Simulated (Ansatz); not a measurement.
Ca6O8H4⁺. The state is a doublet with charge 1. Geometry r2SCAN-D4/def2-SVP, that of the neutral singlet; atoms count from 1.

```xyz
18

Ca   -0.257   -1.601   -0.607
Ca   -1.783    1.302    0.426
Ca   -2.014   -1.399    2.022
Ca    1.842    0.082    0.835
Ca   -3.461   -1.157   -0.724
Ca   -0.316    1.276   -2.416
O     3.210    1.262    1.805
O    -0.715    2.830   -0.949
O     1.863   -2.068    0.065
O     1.296    0.088   -1.602
O    -0.356   -0.176    1.224
O    -1.773    0.026   -1.554
O    -3.387   -0.018    1.088
O    -2.093   -2.511    0.187
H    -0.276    3.651   -0.700
H     3.857    1.787    2.281
H     2.324   -2.856    0.373
H     2.038   -0.516   -1.752
```

Q: Estimate the Mulliken populations from the PBE0/def2-SVP orbitals of Ansatz.

A: 
```csv
atom,charge (e),spin (α − β)
Ca1,0.87,-0.01
Ca2,0.96,-0.01
Ca3,1.01,-0.05
Ca4,0.88,-0.02
Ca5,1.00,-0.04
Ca6,1.04,0.00
O7,-0.50,0.27
O8,-0.63,0.00
O9,-0.61,0.01
O10,-0.64,0.00
O11,-0.90,0.03
O12,-0.88,0.01
O13,-0.74,0.38
O14,-0.73,0.42
H15,0.21,0.00
H16,0.19,-0.01
H17,0.20,0.00
H18,0.25,0.00
```
Mulliken values and Mayer orders depend strongly on the basis.

Q: Where does the spin sit?

A: Summed by element: Ca -0.12, O 1.13, H -0.01, of 1 unpaired in all. Largest on single atoms: O14 0.42, O13 0.38, O7 0.27.

Q: And the Mayer bond orders between bonded heavy atoms (over 0.3)?

A: Ca1–O9 0.58 (2.27 Å); Ca1–O11 0.32 (2.32 Å); Ca1–O12 0.32 (2.42 Å); Ca1–O14 0.42 (2.20 Å); Ca2–O8 0.48 (2.32 Å); Ca2–O11 0.52 (2.20 Å); Ca2–O12 0.33 (2.35 Å); Ca2–O13 0.45 (2.18 Å); Ca3–O11 0.61 (2.21 Å); Ca3–O13 0.55 (2.16 Å); Ca3–O14 0.55 (2.15 Å); Ca4–O7 0.76 (2.05 Å); Ca4–O9 0.44 (2.28 Å); Ca4–O11 0.44 (2.25 Å); Ca5–O12 0.61 (2.22 Å); Ca5–O13 0.56 (2.14 Å); Ca5–O14 0.56 (2.13 Å); Ca6–O8 0.54 (2.17 Å); Ca6–O10 0.49 (2.16 Å); Ca6–O12 0.65 (2.10 Å).
